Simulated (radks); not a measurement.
Spherical quantum dot in the effective-mass picture: electrons in a hard-walled sphere of radius 7.63, with a point charge +2 (a donor) at the centre, all in effective atomic units (hartree* = m*/eps^2 hartree, bohr* = eps/m* bohr), one dielectric constant everywhere. Calculated with a radial shooting solver with Libxc functionals: non-relativistic Kohn-Sham, LDA (Slater exchange, Perdew-Wang correlation), spin-polarised, spherical densities. Levels are named by radial order and angular momentum (1s, 1p, 1d, 2s, ...), and open shells are averaged over m. Results are scaled to m* = 0.05 and eps = 15.5, for which hartree* = 5.663 meV and bohr* = 16.4 nm.

N = 16, configuration 1s2 1p6 1d(up 5, down 1) 2s2. This is the lowest configuration that the search found. Occupied and some empty levels:

level    occupation  eigenvalue (meV)  <r> (nm)
1s up             1            11.637     16.61
1s down           1            11.638     16.46
2s up             1            12.961     88.44
2s down           1            13.108     88.26
1p up             3            13.152     89.79
1p down           3            13.301     89.53
1d up             5            13.566     92.03
1d down           1            13.718     91.92
1f up             0            14.143     93.95
1f down           0            14.296     93.92
1g up             0            14.870     95.64
1g down           0            15.024     95.65
2p up             0            15.592     62.60
2p down           0            15.664     62.15

Energy (meV): total 82.7831, kinetic 37.556, external -67.276, Hartree 134.02, exchange-correlation -21.517.

Electron density:

r (nm)  n(r) (e/nm^3)
6.57        0.0001707
15.9       0.00002425
25.3        4.321e-06
34.6        1.088e-06
44.0        6.732e-07
53.3        9.243e-07
62.7        1.483e-06
72.0        2.243e-06
81.4        3.002e-06
90.7        3.348e-06
100         2.835e-06
109         1.515e-06
119         2.780e-07
